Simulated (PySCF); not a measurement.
# The 18-electron isoelectronic series, spin-free X2C

Calculated with PySCF 2.14 from differences of total energies of unrestricted determinants, without spin-orbit coupling. Each ion has its own even-tempered basis scaled to its charge (17s12p4d4f for the first); frozen: 1s2. Ionisation energies in eV.

```csv
ion,configuration,UHF,LDA,PBE,PBE0,r2SCAN,MP2 (outer shells),CCSD (outer shells),"NIST (with spin-orbit, Breit and QED)"
Tm⁵¹⁺,[Ar] (1S),4893.0,4893.6,4894.3,4894.5,4895.6,4894.1,4894.0,4812 ± 4 (t)
Yb⁵²⁺,[Ar] (1S),5074.9,5075.4,5076.1,5076.4,5077.4,5076.0,5075.9,4988 ± 4 (t)
Lu⁵³⁺,[Ar] (1S),5260.2,5260.7,5261.5,5261.7,5262.8,5261.3,5261.3,5168 ± 5 (t)
Hf⁵⁴⁺,[Ar] (1S),5449.3,5449.7,5450.5,5450.7,5451.8,5450.4,5450.3,5350 ± 5 (t)
Ta⁵⁵⁺,[Ar] (1S),5641.8,5642.2,5643.0,5643.3,5644.4,5642.9,5642.9,5537 ± 5 (t)
Re⁵⁷⁺,[Ar] (1S),6038.0,6038.3,6039.2,6039.4,6040.6,6039.1,6039.1,5919 ± 6 (t)
Os⁵⁸⁺,[Ar] (1S),6241.6,6241.8,6242.7,6243.0,6244.2,6242.7,6242.6,6115 ± 6 (t)
Ir⁵⁹⁺,[Ar] (1S),6448.8,6449.0,6450.0,6450.2,6451.5,6450.0,6449.9,6315 ± 7 (t)
Pt⁶⁰⁺,[Ar] (1S),6659.9,6660.0,6661.0,6661.3,6662.5,6661.0,6661.0,6517 ± 10 (t)
```

**Question.** Interpolate the row of W⁵⁶⁺.

**Answer.** configuration [Ar] (1S); UHF 5838.1; LDA 5838.4; PBE 5839.3; PBE0 5839.5; r2SCAN 5840.7; MP2 (outer shells) 5839.2; CCSD (outer shells) 5839.1; NIST (with spin-orbit, Breit and QED) 5719 ± 5 (s).

Each ion has its own basis, which adds noise of up to about 0.1 % along the series.

NIST values marked (s) are semi-empirical, (t) theoretical. Open shells are high-spin determinants of the terms that Hund's rules give.

Spin-orbit coupling of the open shells is absent from the calculated values and included in NIST's; it grows fast with Z.
